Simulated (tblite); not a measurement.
Species: C2H9NO2Si2.
Cartesian coordinates in Å at the GFN2-xTB level; atoms count from 1:
```
atom  x, y, z in Å
C1     0.1428    2.1008   -0.4136
Si2   -0.0475    0.3375    0.2672
N3    -0.1051    0.4925    1.9830
Si4   -1.6008   -1.1562   -0.5474
O5     1.5218   -0.2909   -0.1181
C6     1.7189   -1.4510   -0.6482
O7     0.8734   -2.2321   -0.9951
H8    -0.6872    2.7201   -0.0923
H9     1.0619    2.5657   -0.0667
H10    0.1609    2.1117   -1.4996
H11   -0.2757   -0.3052    2.5727
H12    0.4662    1.1697    2.4638
H13   -2.9440   -0.5885   -0.3160
H14   -1.5012   -1.3532   -1.9925
H15   -1.5901   -2.4395    0.1539
H16    2.7981   -1.6726   -0.7623
```

Method: GFN2-xTB as coded in tblite; computed harmonic values from a numerical Hessian at the method's own geometry, unscaled. The method is semi-empirical: single wavenumbers can be off by several per cent or more. Modes of hydrogen on silicon can be 10 to 20 % off. One conformer, not necessarily the lowest.

Harmonic wavenumbers (cm⁻¹): 29.8, 102.9, 108.3, 114.6, 145.2, 163.4, 176.9, 197.9, 234.1, 243.8, 291.8, 379.2, 434.7, 483.1, 513.3, 542.9, 723.3, 730.6, 758.9, 776.8, 816.3, 820.4, 837.8, 844.6, 906.0, 948.8, 1241.6, 1370.2, 1372.6, 1479.8, 1487.1, 1508.9, 1746.9, 2149.7, 2256.5, 2266.1, 2776.5, 3027.6, 3039.9, 3063.0, 3457.6, 3503.6.

A = 2001, B = 1547, C = 1171 MHz; mass 135.017 u (most abundant isotopes); point group C1, symmetry number 1.

Question: What is the zero-point energy?

Answer: ½Σν̃ = 24036 cm⁻¹ = 68.72 kcal/mol.

Question: Give the ideal-gas entropy at 298.15 K and 1 bar in the rigid-rotor, harmonic-oscillator model (classical rotation).

Answer: Translation 40.64, rotation 28.87, vibration 36.47: S = 106.0 cal/(mol K).

Question: And Cp and H(298.15 K) − H(0)?

Answer: Cp = 42.09 cal/(mol K), of which vibrations give 34.14 (their classical limit is 42 R = 83.5); H(298.15 K) − H(0) = 7.99 kcal/mol without the zero-point energy, 5.62 from vibrations.

Question: Blend soft modes into free rotors: weight 1/[1 + (100 cm⁻¹/ν̃)⁴] for the oscillator and the rest for a rotor with moment μB/(μ + B), μ = h/(8π²ν), B = 10⁻⁴⁴ kg m². What vibrational entropy results?

Answer: 33.99 cal/(mol K) in place of 36.47, which changes −T·S at 298.15 K by +0.74 kcal/mol.

Question: Which modes carry the vibrational entropy at 298.15 K?

Answer: 29.8 cm⁻¹: 5.84; 102.9 cm⁻¹: 3.40; 108.3 cm⁻¹: 3.30; 114.6 cm⁻¹: 3.19; 145.2 cm⁻¹: 2.73; 163.4 cm⁻¹: 2.51 cal/(mol K); the other 36 give 15.50 together.

Question: How do the functions run with temperature in this model?

Answer: 
```json
{"T (K)": "150", "S (cal/(mol K))": "82.1", "Cp (cal/(mol K))": "28.3", "H − H(0) (kcal/mol)": "2.73", "G − H(0) (kcal/mol)": "-9.59", "ln q(vib)": "3.93"}
{"T (K)": "250", "S (cal/(mol K))": "98.9", "Cp (cal/(mol K))": "38.0", "H − H(0) (kcal/mol)": "6.06", "G − H(0) (kcal/mol)": "-18.67", "ln q(vib)": "7.31"}
{"T (K)": "400", "S (cal/(mol K))": "119.4", "Cp (cal/(mol K))": "49.4", "H − H(0) (kcal/mol)": "12.67", "G − H(0) (kcal/mol)": "-35.10", "ln q(vib)": "12.00"}
{"T (K)": "600", "S (cal/(mol K))": "141.5", "Cp (cal/(mol K))": "59.7", "H − H(0) (kcal/mol)": "23.65", "G − H(0) (kcal/mol)": "-61.27", "ln q(vib)": "17.61"}
{"T (K)": "900", "S (cal/(mol K))": "167.8", "Cp (cal/(mol K))": "69.7", "H − H(0) (kcal/mol)": "43.19", "G − H(0) (kcal/mol)": "-107.84", "ln q(vib)": "24.90"}
```

q(vib) and H(0) count from the zero-point level.

Hindered rotation and anharmonicity are outside this model. Other conformers, if any are populated, would add a mixing term that is left out. The structure is chiral; the term R ln 2 for an equal mix with its mirror image is left out.
